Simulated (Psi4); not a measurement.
BrSn (SMILES [Br][Sn+]), charge +1, singlet, geometry from GFN2-xTB (such geometries of metal compounds can be far from the true shape) (all electrons, no relativity), with bond 2-1 at 1.3 times its length; HF/3-21G in Psi4.

Psi4 was given this input:
```
memory 2 GB

molecule {
1 1
Sn   -0.00000000   -0.00000000   -1.02177704
Br    0.00000000    0.00000000    2.20411904
}

set {
  basis 3-21g
  scf_type pk
  guess core
}

energy('scf')
print_variables()
```

What does Psi4 print? Leave out banner, timings and long lists.


```
   => Loading Basis Set <=

    Name: 3-21G
    Role: ORBITAL
    Keyword: BASIS

         ---------------------------------------------------------
                                   SCF
               by Justin Turney, Rob Parrish, Andy Simmonett
                          and Daniel G. A. Smith
                              RHF Reference
         ---------------------------------------------------------

  ==> Geometry <==

    Molecular point group: c2v
    Full point group: C_inf_v

    Geometry (in Angstrom), charge = 1, multiplicity = 1:

       Center              X                  Y                   Z               Mass
    ------------   -----------------  -----------------  -----------------  -----------------
         SN           0.000000000000     0.000000000000    -1.280463059249   119.902201630000
         BR           0.000000000000     0.000000000000     1.945433020751    78.918337600000

  Running in c2v symmetry.

  Rotational constants: A = ************  B =      0.03404  C =      0.03404 [cm^-1]
  Rotational constants: A = ************  B =   1020.40509  C =   1020.40509 [MHz]
  Nuclear repulsion =  287.070660587584712

  Charge       = 1
  Multiplicity = 1
  Electrons    = 84
  Nalpha       = 42
  Nbeta        = 42

  ==> Algorithm <==

  SCF Algorithm Type is PK.
  DIIS enabled.
  MOM disabled.
  Fractional occupation disabled.
  Guess Type is CORE.
  Energy threshold   = 1.00e-06
  Density threshold  = 1.00e-06
  Integral threshold = 1.00e-12

  ==> Primary Basis <==

  Basis Set: 3-21G
    Blend: 3-21G
    Number of shells: 23
    Number of basis functions: 56
    Number of Cartesian functions: 56
    Spherical Harmonics?: false
    Max angular momentum: 2

  ==> Integral Setup <==

  Using in-core PK algorithm.
   Calculation information:
      Number of atoms:                   2
      Number of AO shells:              23
      Number of primitives:             57
      Number of atomic orbitals:        56
      Number of basis functions:        56

      Integral cutoff                 1.00e-12
      Number of threads:                 1

  Performing in-core PK
  Using 2548812 doubles for integral storage.
  We computed 26295 shell quartets total.
  Whereas there are 38226 unique shell quartets.

  ==> DiskJK: Disk-Based J/K Matrices <==

    J tasked:                  Yes
    K tasked:                  Yes
    wK tasked:                  No
    Schwarz Cutoff:          1E-12

[...]
   @RHF iter   4: -8556.17929242530045   -4.58148e+00   1.48489e-02 DIIS/ADIIS
   @RHF iter   5: -8556.38417472294168   -2.04882e-01   6.57637e-03 DIIS/ADIIS
   @RHF iter   6: -8556.46851300979688   -8.43383e-02   1.31495e-03 DIIS/ADIIS
   @RHF iter   7: -8556.47124682870526   -2.73382e-03   8.23054e-04 DIIS/ADIIS
   @RHF iter   8: -8556.47259054300775   -1.34371e-03   2.29057e-04 DIIS/ADIIS
   @RHF iter   9: -8556.47299322537947   -4.02682e-04   1.12586e-04 DIIS/ADIIS
   @RHF iter  10: -8556.47310212638513   -1.08901e-04   2.58418e-05 DIIS
   @RHF iter  11: -8556.47310293276860   -8.06383e-07   4.23101e-06 DIIS
   @RHF iter  12: -8556.47310295319403   -2.04254e-08   3.14427e-07 DIIS
  Energy and wave function converged.

  ==> Post-Iterations <==

    Orbital Energies [Eh]
    ---------------------

    Doubly Occupied:

[...]
    Virtual:

[...]
    Final Occupation by Irrep:
             A1    A2    B1    B2
    DOCC [    21,    3,    9,    9 ]
    NA   [    21,    3,    9,    9 ]
    NB   [    21,    3,    9,    9 ]

  @RHF Final Energy: -8556.47310295319403

   => Energetics <=

    Nuclear Repulsion Energy =            287.0706605875847117
    One-Electron Energy =              -12396.4055828524833487
    Two-Electron Energy =                3552.8618193117058581
    Total Energy =                      -8556.4731029531940294

Computation Completed

Properties will be evaluated at   0.000000,   0.000000,   0.000000 [a0]

Properties computed using the SCF density matrix

 Multipole Moments:

 ------------------------------------------------------------------------------------
     Multipole            Electronic (a.u.)      Nuclear  (a.u.)        Total (a.u.)
 ------------------------------------------------------------------------------------

 L = 1.  Multiply by 2.5417464519 to convert [e a0] to [Debye]
 Dipole X            :          0.0000000            0.0000000            0.0000000
 Dipole Y            :          0.0000000            0.0000000            0.0000000
 Dipole Z            :        -11.3798491            7.6855214           -3.6943277
 Magnitude           :                                                    3.6943277

 ------------------------------------------------------------------------------------

  Variable Map:
  ----------------------------------------------------------------------------
[...]
  Array Variable Map:
  ----------------------------------------------------------------------------
[...]
[...]
```
